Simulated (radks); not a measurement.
The numbers below are computed, except where a source is named.
Q: Species: Mo X. Configuration: [Ar] 3d9.5 4s2 4p3 5p0.5 (fractional occupations, a model configuration). Code: a radial shooting solver on a logarithmic mesh with Libxc functionals. Model: Dirac Kohn-Sham, LDA (Slater exchange, Perdew-Zunger correlation), spin-unpolarised, spherical densities, point nucleus; open shells fill j = l - 1/2 first. Some entries of the table are withheld. Estimate them.

| orbital | occ. | eigenvalue (eV) | r(max) (bohr) |
|---|---|---|---|
| 1s1/2 | 2 | -19968.04 | 0.02290 |
| 2s1/2 | 2 | (1) | 0.1298 |
| 2p1/2 | 2 | -2754.666 | 0.1009 |
| 2p3/2 | 4 | -2648.217 | 0.1048 |
| 3s1/2 | 2 | -647.5649 | (2) |
| 3p1/2 | 2 | -563.2788 | 0.3693 |
| 3p3/2 | 4 | -545.3544 | 0.3785 |
| 3d3/2 | 4 | -396.3710 | (3) |
| 3d5/2 | 5.5 | -392.9224 | (4) |
| 4s1/2 | 2 | -211.6830 | 0.9381 |
| 4p1/2 | 2 | (5) | 0.9763 |
| 4p3/2 | 1 | (6) | 0.9954 |
| 5p1/2 | 0.5 | (7) | 2.039 |
| 5p3/2 | 0 | (8) | 2.069 |

A: 
(1) 2s1/2 eigenvalue (eV): -2976.205
(2) 3s1/2 r(max) (bohr): 0.3827
(3) 3d3/2 r(max) (bohr): 0.3172
(4) 3d5/2 r(max) (bohr): 0.3199
(5) 4p1/2 eigenvalue (eV): -184.4200
(6) 4p3/2 eigenvalue (eV): -180.8444
(7) 5p1/2 eigenvalue (eV): -90.9013
(8) 5p3/2 eigenvalue (eV): -89.7021
